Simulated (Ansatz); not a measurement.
CH₃NOSi, SMILES `O[SiH]1C=N1`, relaxed with RKS PBE0-D4/def2-TZVP in Ansatz from a PBE-D4/def2-SVP geometry. The force threshold is 0.005 eV/Å; the program also tests the step.

Total charge 0; spin multiplicity 1.

Start:

```xyz
7

O    -1.663   -0.544   -0.488
Si   -0.375   -0.101    0.475
C     1.168    0.621   -0.077
N     1.317   -0.660    0.110
H    -1.500   -0.557   -1.447
H    -0.871   -0.110    1.871
H     1.924    1.352   -0.444
```

Task: How much energy does the relaxation release, and in how many steps? (An estimate is asked.)

Result: Computed: 7.41 kJ/mol, in 7 steps, 1 of them rejected.

Task: Which bonds change most? (Best estimate.)

Result: Computed: Si2–N4 from 1.818 to 1.764 Å; O1–Si2 from 1.668 to 1.630 Å; Si2–C3 from 1.790 to 1.763 Å; C3–H7 from 1.114 to 1.093 Å.

Task: Give the relaxed structure. (Best estimate.)

Result: Ansatz gave: 
```xyz
7

O    -1.627   -0.508   -0.482
Si   -0.362   -0.113    0.467
C     1.144    0.627   -0.072
N     1.278   -0.647    0.097
H    -1.481   -0.577   -1.427
H    -0.855   -0.110    1.848
H     1.903    1.327   -0.431
```
